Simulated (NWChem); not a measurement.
System: arsine (AsH3); SMILES [AsH3]

Excerpt of the output:

```
             Northwest Computational Chemistry Package (NWChem) 7.3.0
             --------------------------------------------------------

                             Geometry "geometry" -> ""
                             -------------------------

 Output coordinates in angstroms (scale by  1.889725989 to convert to a.u.)

  No.       Tag          Charge          X              Y              Z
 ---- ---------------- ---------- -------------- -------------- --------------
    1 As                  33.0000     0.00571200    -0.00407200     0.05183600
    2 H                    1.0000    -1.29090300     0.41251000    -0.62637100
    3 H                    1.0000     0.82546500     0.93584600    -0.81950100
    4 H                    1.0000     0.20313000    -1.16015300    -0.91727100

 Effective nuclear repulsion energy (a.u.)      35.1595988521

  pbe96 is a nonlocal functional; adding pw91lda local functional.

                                 NWChem DFT Module
                                 -----------------

 Summary of "ao basis" -> "ao basis" (spherical)
 ------------------------------------------------------------------------------
       Tag                 Description            Shells   Functions and Types
 ---------------- ------------------------------  ------  ---------------------
 As                         pcseg-1                 11       27   5s4p2d
 H                          pcseg-1                  3        5   2s1p

            General Information
            -------------------
          SCF calculation type: DFT
          Wavefunction type:  closed shell.
          No. of atoms     :     4
          No. of electrons :    36
           Alpha electrons :    18
            Beta electrons :    18
          Charge           :     0
          Spin multiplicity:     1
          Use of symmetry is: off; symmetry adaption is: off
          Maximum number of iterations: 150
          AO basis - number of functions:    42
                     number of shells:    20
          Convergence on energy requested:  1.00D-06
          Convergence on density requested:  1.00D-05
          Convergence on gradient requested:  5.00D-04

              XC Information
              --------------
          PerdewBurkeErnzerhof Exchange Functional  1.000
            Perdew 1991 LDA Correlation Functional  1.000 local
           PerdewBurkeErnz. Correlation Functional  1.000 non-local

             Grid Information
             ----------------
          Grid used for XC integration:  medium
          Radial quadrature: Mura-Knowles
          Angular quadrature: Lebedev.
          Tag              B.-S. Rad. Rad. Pts. Rad. Cut. Ang. Pts.
          ---              ---------- --------- --------- ---------
          As                  1.15      112           7.0       590
          H                   0.35       45           8.0       434
          Grid pruning is: on
          Number of quadrature shells:   247
          Spatial weights used:  Erf1

      Superposition of Atomic Density Guess
      -------------------------------------

 Sum of atomic energies:       -2235.34528539

      Non-variational initial energy
      ------------------------------

 Total energy =   -2235.550800
 1-e energy   =   -3184.805168
 2-e energy   =     914.094769
 HOMO         =      -0.309996
 LUMO         =       0.084159

   convergence    iter        energy       DeltaE   RMS-Dens  Diis-err
 ---------------- ----- ----------------- --------- --------- ---------
 d= 0,ls=0.0,diis     1  -2237.0544722716 -2.27D+03  1.08D-02  1.52D-01
 d= 0,ls=0.0,diis     2  -2237.0679142185 -1.34D-02  3.93D-03  1.14D-02
 d= 0,ls=0.0,diis     3  -2237.0697185779 -1.80D-03  1.24D-03  1.96D-03
 d= 0,ls=0.0,diis     4  -2237.0701375645 -4.19D-04  5.00D-04  1.33D-04
 d= 0,ls=0.0,diis     5  -2237.0701640649 -2.65D-05  1.37D-04  1.78D-05
  Resetting Diis
 d= 0,ls=0.0,diis     6  -2237.0701666682 -2.60D-06  2.28D-06  4.19D-09
 d= 0,ls=0.0,diis     7  -2237.0701666692 -9.37D-10  2.50D-07  2.89D-11

         Total DFT energy =    -2237.070166669163
      One electron energy =    -3185.963361749626
           Coulomb energy =      997.512069673467
    Exchange-Corr. energy =      -83.778473445137
 Nuclear repulsion energy =       35.159598852134

 Numeric. integr. density =       35.999989390599

                       DFT Final Molecular Orbital Analysis
                       ------------------------------------

 Vector   16  Occ=2.000000D+00  E=-3.303845D-01
              MO Center=  2.1D-01,  2.8D-01, -4.5D-01, r^2= 2.0D+00
   Bfn.  Coefficient  Atom+Function         Bfn.  Coefficient  Atom+Function
  ----- ------------  ---------------      ----- ------------  ---------------
    33      0.371954  3 H  s                 12      0.255856  1 As px
    13      0.244805  1 As py                15      0.209424  1 As px
    16      0.200377  1 As py                28     -0.185916  2 H  s
    38     -0.186044  4 H  s                  9     -0.166244  1 As px
    10     -0.159064  1 As py                34      0.153598  3 H  s

 Vector   17  Occ=2.000000D+00  E=-3.303809D-01
              MO Center= -3.1D-01, -2.1D-01, -4.4D-01, r^2= 2.0D+00
   Bfn.  Coefficient  Atom+Function         Bfn.  Coefficient  Atom+Function
  ----- ------------  ---------------      ----- ------------  ---------------
    28      0.322159  2 H  s                 38     -0.322087  4 H  s
    13      0.254484  1 As py                12     -0.241852  1 As px
    16      0.208301  1 As py                15     -0.197963  1 As px
    10     -0.165352  1 As py                 9      0.157144  1 As px
    29      0.133039  2 H  s                 39     -0.133008  4 H  s

[...]
```

Level: PBE/pcseg-1, vertical spin-unrestricted ions. Geometry: optimised at PBE0-D3(BJ)/def2-TZVP.

Problem. Write an input that gives this output.

Solution. Several could match; the one computed here: the input that was run:
```
start job
memory heap 200 mb stack 900 mb global 1100 mb
geometry units angstroms noautosym nocenter noautoz
  As     0.005712    -0.004072     0.051836
  H     -1.290903     0.412510    -0.626371
  H      0.825465     0.935846    -0.819501
  H      0.203130    -1.160153    -0.917271
end
basis spherical
  As library pcseg-1
  H library pcseg-1
end
dft
  xc xpbe96 cpbe96
  iterations 150
  vectors input atomic output neutral.movecs
end
task dft energy
charge 1
dft
  odft
  mult 2
  vectors input atomic output cation.movecs
end
task dft energy
```
